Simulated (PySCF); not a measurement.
Species: CH₉BOP₂Si.
SMILES: `P(B(P)O)[SiH2]C`

Vertical excitations from PySCF (density fitting, frozen core in the response, grid level 2 and gas phase unless stated; continuum runs use non-equilibrium linear response for the excitations) on a GFN2-xTB geometry. Reference run:

```
                              settings    S1, eV (f)    S2, eV (f)    S3, eV (f)    S4, eV (f)    S5, eV (f)    S6, eV (f)  T1, eV (Tamm–Dancoff)  mean α (au)
PBE0/def2-SVPD, full TDDFT, 6 singlets  4.92 (0.003)  5.44 (0.142)  5.86 (0.029)  6.14 (0.019)  6.25 (0.046)  6.52 (0.027)                   4.27        113.2
```

Q: What do these settings give: OLYP/pcSseg-0, TDA, 1 singlet?

A: 
```tsv
settings	S1, eV (f)	S2, eV (f)	S3, eV (f)	S4, eV (f)	S5, eV (f)	S6, eV (f)	T1, eV (Tamm–Dancoff)	mean α (au)
OLYP/pcSseg-0, TDA, 1 singlet	4.91 (0.011)	–	–	–	–	–	4.28	93.2
```

S1 moves by -0.01 eV; functional, basis and response scheme change together, so the shift can't be laid on one. States are counted by energy in each run and needn't keep their character from row to row.

Q: Which orbital pairs make up S1 in each run, and how does it sit against the orbital gap?

A: 
```tsv
settings	S1 configurations (weight)	S1 (eV)	orbital gap (eV)	S1 − gap (eV)
PBE0/def2-SVPD, full TDDFT, 6 singlets	H→L 0.89	4.92	6.21	-1.29
OLYP/pcSseg-0, TDA, 1 singlet	H→L 0.48, H−1→L 0.46	4.91	4.54	+0.37
```

The values belong to the conformer `[CH3:1][SiH2:2][PH:3][B:4]([OH:5])[PH2:6]`: C1–Si2–P3–B4 72°, Si2–P3–B4–O5 -74°, H–O5–B4–P3 0°, H–P6–B4–P3 147°, H–P6–B4–P3 51°.
